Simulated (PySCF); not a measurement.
# Highest orbital energy against ionisation energy along group 13

Calculated with PySCF 2.14, no spin-orbit coupling. Each cell gives −ε(HOMO) / ΔSCF in eV; NIST values include spin-orbit coupling, (s) semi-empirical, (t) theoretical.

| species | UHF | LDA | PBE | PBE0 | r2SCAN | NIST (lowest levels) |
| --- | --- | --- | --- | --- | --- | --- |
| B⁺ (aug-cc-pVTZ, non-relativistic) | 23.776 / 23.442 | 19.402 / 24.546 | 19.500 / 24.598 | 20.788 / 24.555 | 19.721 / 24.251 | 25.155 |
| Al⁺ (aug-cc-pV(T+d)Z, non-relativistic) | 17.749 / 17.521 | 14.881 / 18.882 | 14.775 / 18.752 | 15.730 / 18.648 | 14.927 / 18.368 | 18.829 |
| Ga⁺ (aug-cc-pVTZ-PP with ECP10MDF, ECP) | 19.028 / 18.749 | 16.597 / 21.103 | 16.230 / 20.678 | 17.144 / 20.365 | 16.571 / 20.482 | 20.515 |
| In⁺ (aug-cc-pVTZ-PP with ECP28MDF, ECP) | 17.282 / 17.012 | 15.371 / 19.496 | 14.980 / 19.048 | 15.776 / 18.716 | 15.192 / 18.795 | 18.870 |
| Tl⁺ (aug-cc-pVTZ-PP with ECP60MDF, ECP) | 18.721 / 18.368 | 16.677 / 20.985 | 16.271 / 20.511 | 17.132 / 20.193 | 16.480 / 20.328 | 20.428 |

How far is −ε(HOMO) from ΔSCF on average for each method, and why?

UHF 0.29 eV; LDA -4.42 eV; PBE -4.37 eV; PBE0 -3.18 eV; r2SCAN -3.87 eV. Hartree-Fock orbital energies lack relaxation and so exceed the ΔSCF value; semilocal functionals have convex E(N) from self-interaction, so their HOMO lies far too high; exact exchange moves hybrids part of the way back.
